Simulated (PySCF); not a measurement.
Vertical ionisation of several complexes

Computed with PySCF 2.14.0, TPSS, def2-SVP on the ligands and scalar-relativistic core potentials on the metal (def2; Stuttgart 1997 for actinides; CRENBL for Ra), no spin-orbit coupling, vacuum. One electron is taken off at the relaxed geometry; the lower of the one or two spin states computed is given. Charges are Mulliken's.

The compounds:

| compound | state | point group | M–first ligand (Å) |
| --- | --- | --- | --- |
| [ReF4]+ | singlet | D2d | 1.797 |
| [BiF4]+ | singlet | Td | 1.998 |
| [TlI2]+ | singlet | D∞h | 2.650 |
| [OsO3Cl]+ | singlet | C3v | 1.697 |
| [OsO2(OH)3]+ | singlet | C3v | 1.751 |
| [Bi(SH)4]+ | singlet | S4 | 2.525 |

(1) Order them by vertical ionisation energy, lowest first.
A. [OsO3Cl]+
B. [TlI2]+
C. [ReF4]+
D. [BiF4]+
E. [OsO2(OH)3]+
F. [Bi(SH)4]+

(2) What are the other results?

One start shape was tried for each compound. Distances are means of the shortest metal–ligand contacts. Small gap, closed shell not tested for a spin-broken solution: [ReF4]+. Open shells may have lower solutions than those found. Not shown here to be minima: [ReF4]+, [BiF4]+, [TlI2]+, [OsO3Cl]+, [OsO2(OH)3]+, [Bi(SH)4]+.

Results:

(1) F (13.66 eV), B (14.40 eV), C (17.33 eV), E (17.51 eV), A (18.82 eV), D (20.28 eV).

(2) 
```
    compound  ionisation energy (eV)  −ε(HOMO) (eV)  state after  change of charge on M (e)  spin on M after (e)
     [ReF4]+                   17.33          13.62      doublet                       0.44                 0.93
     [BiF4]+                   20.28          16.83      doublet                       0.19                -0.06
     [TlI2]+                   14.40          11.82      doublet                       0.13                -0.04
   [OsO3Cl]+                   18.82          15.60      doublet                       0.11                -0.15
[OsO2(OH)3]+                   17.51          14.07      doublet                       0.14                -0.12
  [Bi(SH)4]+                   13.66          11.31      doublet                       0.02                -0.05
```
